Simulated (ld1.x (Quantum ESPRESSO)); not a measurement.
## Logarithmic derivatives: silicon (Si), ultrasoft

| Property | Result |
| --- | --- |
| Element | silicon |
| Generator | ld1.x (Quantum ESPRESSO) 7.5 |
| Type | ultrasoft |
| Functional | PBE |
| Relativity | non-relativistic |
| Frozen core | [He] |
| Valence charge | 12 |
| Reference configuration | 2s2 2p6 3s2 3p1.5 (charge +0.5) |
| Partial waves | 2s (bound): rcut 0.80, rcutus 0.90 bohr; 3s (bound): rcut 0.80, rcutus 0.90 bohr; 2p (bound): rcut 0.90, rcutus 1.05 bohr; 3p (bound): rcut 0.90, rcutus 1.05 bohr |
| Local potential | all-electron potential smoothed inside 0.95 bohr (lloc = -2) |
| Core correction | Bessel-smoothed model core inside 0.90 bohr |
| Augmentation charge | built from norm-conserving waves at rcut, not smoothed further |

The phase is arctan(r·u′/u) with u = r·R(r), unwrapped; energies in Ry, scanned from -13 to 5 Ry. A pole is an energy at which the radial function vanishes at the test radius. The pseudo phase is shifted by a multiple of π to meet the all-electron one at the reference energy, and phase errors are pseudo minus all-electron; the curves can meet again beyond the range given. Levels narrower than the energy grid can be missing from the lists of poles.

Q: For each channel, where are the poles, and over which energies does the pseudopotential scatter like the atom?

A:

```json
{"channel": "s", "radius (bohr)": "1.15", "reference energy (Ry)": "-1.08", "poles, all-electron": "-9.67", "poles, pseudo": "-10.22, -5.60", "unbroken range about the reference energy with phases within 0.05 rad": "not even at the reference energy", "phase error 1 Ry above the reference energy (rad)": "+0.264"}
{"channel": "p", "radius (bohr)": "1.15", "reference energy (Ry)": "-0.56", "poles, all-electron": "-6.56", "poles, pseudo": "-6.92", "unbroken range about the reference energy with phases within 0.05 rad": "not even at the reference energy", "phase error 1 Ry above the reference energy (rad)": "+0.267"}
```

A Bessel basis up to 400 Ry misses an occupied level by 2.52 Ry, so cutoffs and ghosts were not judged. The potential misses its own reference levels by up to 6.7 eV, so it is not fit for use.

Phases in the s channel:

```tsv
E (Ry)	all-electron	pseudo
-13.00	1.127	4.185
-12.04	0.908	3.663
-11.08	-0.422	1.931
-10.12	-1.459	1.551
-9.16	-1.644	1.425
-8.20	-1.722	1.329
-7.24	-1.770	1.135
-6.28	-1.809	-1.141
-5.32	-1.844	-1.622
-4.36	-1.881	-1.711
-3.40	-1.920	-1.759
-2.44	-1.966	-1.795
-1.48	-2.023	-1.827
-0.52	-2.096	-1.859
0.44	-2.196	-1.893
1.40	-2.339	-1.930
2.36	-2.552	-1.972
3.32	-2.868	-2.024
4.28	-3.277	-2.087
```
